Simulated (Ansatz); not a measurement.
System: C5H5Se (charge 0, doublet). It need not be the lowest isomer of its formula. 
Coordinates optimised at B3LYP-D3(BJ)/def2-TZVP (Ansatz, a first-principles code):
```xyz
11

C     -2.8938    -0.3215     0.0334
C     -1.3937    -0.2978     0.0166
C     -0.6128    -1.5183     0.0124
C      0.7083    -1.2858    -0.0032
Se     1.2062     0.5040    -0.0153
C     -0.6531     0.8410     0.0042
H     -3.3008     0.6895     0.0342
H     -3.2684    -0.8389     0.9200
H     -3.2880    -0.8453    -0.8408
H     -1.0634    -2.5018     0.0210
H     -1.0179     1.8560     0.0045
```
Charge 0, spin multiplicity 2.

Basis-set convergence of Hartree-Fock and CCSD(T) correlation energies (hartree) with Ansatz. Cores are frozen in the correlated levels unless marked. UHF or UKS for open shells. Spin-orbit coupling is left out. The frozen core is the preceding noble-gas configuration, with the filled d and f shells of earlier blocks. No relativistic terms.

The UHF reference is spin-contaminated (<S^2> 0.41 over the pure value in the largest basis). 

| basis | functions | E(HF) | E(corr, CCSD(T)) |
|---|---|---|---|
| cc-pVDZ | 122 | -2591.98596 | -0.82856 |
| cc-pVTZ | 263 | -2592.11174 | -1.00669 |
| cc-pVQZ | 493 | -2592.12700 | -1.06276 |

Extrapolating the two largest sets (X = 3 and 4) as X^-3: E(corr) = (64·(-1.06276) - 27·(-1.00669))/37 = -1.1037 Eh, an estimate of the basis-set limit. The largest set recovers 96.3 % of it, the smallest 75.1 %.
